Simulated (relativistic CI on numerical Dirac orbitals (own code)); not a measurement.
Sensitivity of the levels of Rh XXVIII to α and to the nuclear radius

Method of calculation: Dirac-Coulomb-Breit CI, separate exchange-only KLI orbitals for each configuration, derivatives by finite differences, unscaled Slater integrals, QED left out (own radial code, finite nucleus).

CI space (outside the closed core [Ne]): 3s²3p⁶, 3s²3p⁵3d, 3s3p⁶3d, 3p⁶3d², 3p⁵3d³. Double excitations out of closed p, d and f shells are left out; levels of such configurations are missing from the list, as are those of other unlisted configurations, and high levels can miss mixing partners.

With x = (α/α₀)² − 1 an excitation energy changes as ω = ω₀ + qx; K = 2q/ω₀ is the relative enhancement. Terms are leading LS components, so labels can repeat. The field-shift factor is F = δν/δ⟨r²⟩ for the transition from the lowest level.

Lowest level 3s²3p⁶ ¹S0.

```
        Level  ω₀ (cm⁻¹)  q (cm⁻¹)  F (GHz/fm²)
3s²3p⁵3d ³P°0     983829     17420         1.86
3s²3p⁵3d ³P°1    1010625     30430         1.85
3s²3p⁵3d ³F°3    1053135     20830         1.88
3s²3p⁵3d ³P°2    1059847     38890         1.88
3s²3p⁵3d ³F°4    1077900     70540         2.25
3s²3p⁵3d ¹D°2    1099726     66670         2.02
3s²3p⁵3d ³D°3    1151930     71150         2.35
3s²3p⁵3d ³D°1    1227471    132000        0.685
3s²3p⁵3d ³F°2    1301140    283700        -2.77
3s²3p⁵3d ³D°2    1363362    333900        -2.34
3s²3p⁵3d ¹F°3    1381044    341000        -2.47
3s²3p⁵3d ¹P°1    1551462    224200       -0.905
  3s3p⁶3d ³D1    2148726    344900         -301
  3s3p⁶3d ³D2    2163517    354600         -301
  3s3p⁶3d ³D3    2202943    399000         -301
  3s3p⁶3d ¹D2    2278188    393900         -304
   3p⁶3d² ³F2    4361988    695800         -602
   3p⁶3d² ³F3    4405328    744900         -602
   3p⁶3d² ³F4    4440275    769900         -602
   3p⁶3d² ³P0    4445414    709300         -602
   3p⁶3d² ¹D2    4458386    741200         -602
   3p⁶3d² ³P1    4471409    746500         -602
   3p⁶3d² ¹G4    4508694    773000         -602
```

At this charge energies of transitions that change n are usually good to better than 1 %, and those within a shell (Δn = 0) to a few per cent.

**Question.** Which transition from the lowest level has the largest |K|?

**Answer.** 3s²3p⁵3d ¹F°3 at 1381044 cm⁻¹, K = 0.494.
